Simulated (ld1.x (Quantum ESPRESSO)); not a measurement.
## copper, ultrasoft: configuration errors across variants

copper (Cu), ultrasoft, made with ld1.x (Quantum ESPRESSO) 7.5 (LDA (PZ), scalar-relativistic). Core [Ne], reference 3s2 3p6 3d10 4s0.5 4p0 (charge +0.5). Waves: 3s (bound): rcut 1.30, rcutus 1.55 bohr; 4s (bound): rcut 1.30, rcutus 1.55 bohr; 3p (bound): rcut 1.05, rcutus 1.25 bohr; 4p (bound, empty): rcut 1.05, rcutus 1.25 bohr; 3d (bound): rcut 0.70, rcutus 0.80 bohr; 3d channel at -0.2 Ry: rcut 0.70, rcutus 0.80 bohr. Local part: all-electron potential smoothed inside 0.80 bohr (lloc = -1). Core correction: none. Augmentation charge: built from norm-conserving waves at rcut, not smoothed further.

All-electron excitation energies from the reference (eV): (1) 3s2 3p6 3d10 4s1 4p0 -3.302; (2) 3s2 3p6 3d10 4s0 4p0 5.132; (3) 3s2 3p6 3d9 4s0 4p0 26.819; (4) 3s2 3p6 3d8 4s0 4p0 66.183.

The overlap operator is not positive definite (basis up to 400 Ry) in “base”, “waves 3s (bound): rcut 1.30, rcutus 1.46 bohr; 4s (bound): rcut 1.30, rcutus 1.46 bohr”, “waves 3p (bound): rcut 0.86, rcutus 0.92 bohr; 4p (bound): rcut 0.86, rcutus 0.92 bohr”, “local potential all-electron potential smoothed inside 1.25 bohr (lloc = -1)”. Such files are unfit for use, however small their errors in these radial tests.

Tests that are not counted but printed errors over 1 eV. “local potential all-electron potential smoothed inside 1.25 bohr (lloc = -1)”: 3s2 3p6 3d8 4s0 4p0 (solver errors, printed error -4465 eV).

5 further variants failed, have other tests or another functional or relativity, and are left out.

The file “base” misses its own reference levels by 1.9 eV. The file “waves 3s (bound): rcut 1.30, rcutus 1.46 bohr; 4s (bound): rcut 1.30, rcutus 1.46 bohr” misses its own reference levels by 1.8 eV. The file “waves 3p (bound): rcut 0.86, rcutus 0.92 bohr; 4p (bound): rcut 0.86, rcutus 0.92 bohr” misses its own reference levels by 1.9 eV. The file “local potential all-electron potential smoothed inside 1.25 bohr (lloc = -1)” misses its own reference levels by 1.9 eV.

Errors AE − PS in meV (a dash: test not solved or not reliable):

| change | (1) | (2) | (3) | (4) | bound ghosts |
| --- | --- | --- | --- | --- | --- |
| base | -797 | +1161 | +1155 | +1070 | not determined (overlap not positive) |
| waves 3s (bound): rcut 1.30, rcutus 1.46 bohr; 4s (bound): rcut 1.30, rcutus 1.46 bohr | -758 | +1103 | +1097 | +1017 | not determined (overlap not positive) |
| waves 3p (bound): rcut 0.86, rcutus 0.92 bohr; 4p (bound): rcut 0.86, rcutus 0.92 bohr | -797 | +1162 | +1159 | +1130 | not determined (overlap not positive) |
| local potential all-electron potential smoothed inside 1.25 bohr (lloc = -1) | -785 | +1145 | +1135 | – | not determined (overlap not positive) |

Give the same row for: waves 3d (bound): rcut 0.70, rcutus 1.16 bohr; 3d channel at -0.2 Ry: rcut 0.70, rcutus 1.16 bohr.

-798, +1161, +1154, –; bound ghosts: not determined (overlap not positive). Not counted: 3s2 3p6 3d8 4s0 4p0 (solver errors, printed error -7.8 eV). Its overlap operator is not positive definite in a basis up to 400 Ry (lowest eigenvalue s -0.31, p -0.79), so the file is unfit for use: the generalised eigenproblem breaks down once the basis is large enough, and its test numbers describe a broken file.
